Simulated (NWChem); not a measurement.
# CAgClO; SMILES [Cl][Ag]<-[C-]#[O+]

Results from NWChem. All runs use the structure optimised with PBE0/def2-SVP. No frequency run checked for a minimum. def2 effective core potentials on Ag; no spin-orbit coupling.

Diagonal of the polarisability tensor at PBE0/def2-SVPD, static: 41.93, 90.90, 41.93 bohr³.

Problem. Find the mean polarisability volume, the molar refraction, and the refractive index that an ideal gas of it would have at 273.15 K and 1 atm.

Solution. 
1. Mean: one third of the trace = 58.25 bohr³ × 0.14818 Å³/bohr³ = 8.63 Å³.
2. Molar refraction (Lorentz-Lorenz): (4π/3) N_A α = 21.8 cm³/mol.
3. Number density p/kT = 2.687 × 10⁻⁵ Å⁻³; n − 1 = 2π N α = 14.57 × 10⁻⁴.
4. These hold the electronic response alone: vibrational and orientational terms add to the static dielectric constant.
